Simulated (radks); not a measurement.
The numbers below are computed, except where a source is named.
Question: Coherent X-ray form factor from a spherical all-electron density. Code: a radial shooting solver on a logarithmic mesh with Libxc functionals. Model: non-relativistic Kohn-Sham, r2SCAN, spin-polarised, spherical densities, point nucleus; meta-GGA in the generalised Kohn-Sham scheme.

| sin(theta)/lambda (1/angstrom) | f0 (electrons) |
|---|---|
| 0.05 | 17.649 |
| 0.1 | 16.678 |
| 0.15 | 15.299 |
| 0.2 | 13.761 |
| 0.25 | 12.274 |
| 0.3 | 10.968 |
| 0.4 | 9.044 |
| 0.5 | 7.870 |
| 0.6 | 7.105 |
| 0.8 | 5.940 |
| 1 | 4.835 |
| 1.25 | 3.610 |
| 1.5 | 2.704 |
| 2 | 1.739 |

The species is in the configuration that NIST lists as its ground one. Which atom or ion scatters so?

Answer: The potassium ion K+, [Ar]. Extrapolating in s^2 from the first two rows gives f0(0) = 18.0, near the electron count 18; among species with that count, the fall with angle is slower the higher Z, and the table is that of Z = 19; from so few rows the species is fixed only to a neighbour or two.
